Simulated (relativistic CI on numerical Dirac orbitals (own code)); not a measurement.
Sensitivity of the levels of Ir57+ to α and to the nuclear radius

Method of calculation: Dirac-Coulomb-Breit CI, KLI orbitals optimised for each configuration, derivatives by finite differences, unscaled Slater integrals, QED left out (own radial code, finite nucleus).

CI space (outside the closed core [Ne]): 3s²3p⁶3d², 3s²3p⁵3d³, 3s3p⁶3d³, 3s²3p⁶3d4s, 3s²3p⁶3d4p, 3s²3p⁶4s². Double excitations out of closed p, d and f shells are left out; levels of such configurations are missing from the list, as are those of other unlisted configurations, and high levels can miss mixing partners.

With x = (α/α₀)² − 1 an excitation energy changes as ω = ω₀ + qx; K = 2q/ω₀ is the relative enhancement. Terms are leading LS components, so labels can repeat. The field-shift factor is F = δν/δ⟨r²⟩ for the transition from the lowest level.

Lowest level 3s²3p⁶3d² ³F2.

| Level | ω₀ (cm⁻¹) | q (cm⁻¹) | K | F (GHz/fm²) |
| --- | --- | --- | --- | --- |
| 3s²3p⁶3d² ³P0 | 207483 | 23850 | 0.23 | 1.14 |
| 3s²3p⁶3d² ³F3 | 704477 | 746800 | 2.12 | 21.9 |
| 3s²3p⁶3d² ³P2 | 795504 | 747300 | 1.88 | 20.8 |
| 3s²3p⁶3d² ¹G4 | 824075 | 748300 | 1.82 | 22.3 |
| 3s²3p⁶3d² ³P1 | 838786 | 759600 | 1.81 | 20.7 |
| 3s²3p⁶3d² ³F4 | 1479756 | 1.488e+06 | 2.01 | 43.3 |
| 3s²3p⁶3d² ¹D2 | 1553384 | 1.503e+06 | 1.94 | 42.6 |
| 3s²3p⁶3d² ¹S0 | 1770544 | 1.499e+06 | 1.69 | 45.3 |
| 3s²3p⁵3d³ ³D°2 | 2324385 | 167600 | 0.144 | 28.2 |
| 3s²3p⁵3d³ ⁵D°1 | 2369636 | 195000 | 0.165 | 28.7 |
| 3s²3p⁵3d³ ⁵D°0 | 2403471 | 179900 | 0.15 | 28.7 |
| 3s²3p⁵3d³ ³F°3 | 2415742 | 160700 | 0.133 | 28.5 |
| 3s²3p⁵3d³ ⁵F°3 | 2949440 | 899900 | 0.61 | 49.2 |
| 3s²3p⁵3d³ ⁵G°4 | 2998686 | 900900 | 0.601 | 49.6 |
| 3s²3p⁵3d³ ⁵S°2 | 3011765 | 907600 | 0.603 | 49.2 |
| 3s²3p⁵3d³ ⁵D°2 | 3037393 | 919600 | 0.606 | 49.4 |
| 3s²3p⁵3d³ ⁵D°1 | 3053202 | 912200 | 0.598 | 48 |
| 3s²3p⁵3d³ ³H°5 | 3069745 | 894500 | 0.583 | 50 |
| 3s²3p⁵3d³ ³H°6 | 3075385 | 871200 | 0.567 | 49.7 |
| 3s²3p⁵3d³ ³G°3 | 3078097 | 903500 | 0.587 | 49.6 |
| 3s²3p⁵3d³ ³P°0 | 3080567 | 895900 | 0.582 | 48.9 |
| 3s²3p⁵3d³ ³F°4 | 3086762 | 895800 | 0.58 | 49.8 |
| 3s²3p⁵3d³ ³G°4 | 3140402 | 896800 | 0.571 | 50.2 |

At this charge energies of transitions that change n are usually good to better than 1 %, and those within a shell (Δn = 0) to a few per cent.
